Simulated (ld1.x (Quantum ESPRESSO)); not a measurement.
## Cutoff test, vanadium, PAW

V, PAW, made with ld1.x (Quantum ESPRESSO) 7.5 (LDA (PZ), non-relativistic). Core [Ne], reference 3s2 3p6 3d3 4s2 4p0. Waves: 3s (bound): rcut 1.25, rcutus 1.75 bohr; 4s (bound): rcut 1.25, rcutus 1.75 bohr; 3p (bound): rcut 1.40, rcutus 1.65 bohr; 4p (bound, empty): rcut 1.40, rcutus 1.65 bohr; 3d (bound): rcut 2.05, rcutus 2.30 bohr; 3d channel at 1.35 Ry: rcut 2.05, rcutus 2.30 bohr. Local part: all-electron potential smoothed inside 1.90 bohr (lloc = -1). Core correction: Bessel-smoothed model core inside 1.50 bohr. Augmentation charge: BESSEL, radius 1.10 bohr.

The pseudo-atom Hamiltonian at the reference potential is diagonalised in spherical Bessel functions j_l(qr) that vanish at 20 bohr, with q² up to the cutoff. All-electron valence levels (Ry): 3s -5.0531, 4s -0.3525, 3p -3.2204, 4p -0.1137, 3d -0.4089.

Task: How do the lowest levels (Ry) of each channel move with the cutoff, and are there ghosts?

Result:

| cutoff (Ry) | s #1 | s #2 | p #1 | p #2 | d #1 | f #1 | f #2 | Σ f·Δε (mRy) |
| --- | --- | --- | --- | --- | --- | --- | --- | --- |
| 8 | -4.9516 | -0.2690 | -2.5898 | -0.0649 | -0.1804 | 0.1080 | 0.2274 | 4839.5 |
| 10 | -5.0055 | -0.2810 | -2.8424 | -0.0749 | -0.3262 | 0.1080 | 0.2274 | 2754.7 |
| 15 | -5.0463 | -0.3031 | -3.1366 | -0.0899 | -0.4008 | 0.1080 | 0.2274 | 639.7 |
| 18 | -5.0522 | -0.3222 | -3.1786 | -0.0934 | -0.4082 | 0.1080 | 0.2274 | 315.4 |
| 25 | -5.0526 | -0.3443 | -3.2154 | -0.1001 | -0.4085 | 0.1080 | 0.2274 | 49.0 |
| 30 | -5.0529 | -0.3509 | -3.2193 | -0.1043 | -0.4088 | 0.1080 | 0.2274 | 10.6 |
| 35 | -5.0531 | -0.3522 | -3.2198 | -0.1088 | -0.4089 | 0.1080 | 0.2274 | 4.5 |
| 45 | -5.0531 | -0.3523 | -3.2201 | -0.1132 | -0.4089 | 0.1080 | 0.2274 | 2.5 |
| 50 | -5.0531 | -0.3524 | -3.2202 | -0.1135 | -0.4089 | 0.1080 | 0.2274 | 1.3 |
| 60 | -5.0531 | -0.3525 | -3.2203 | -0.1136 | -0.4089 | 0.1080 | 0.2274 | 0.5 |
| 70 | -5.0531 | -0.3525 | -3.2204 | -0.1136 | -0.4089 | 0.1080 | 0.2274 | 0.4 |
| 400 | -5.0531 | -0.3525 | -3.2204 | -0.1137 | -0.4089 | 0.1080 | 0.2274 | 0.0 |

Result: no extra level below or beside the all-electron valence levels (s, p, d, f tested); 10 mRy is reached at 35 Ry and 1 mRy at 55 Ry.
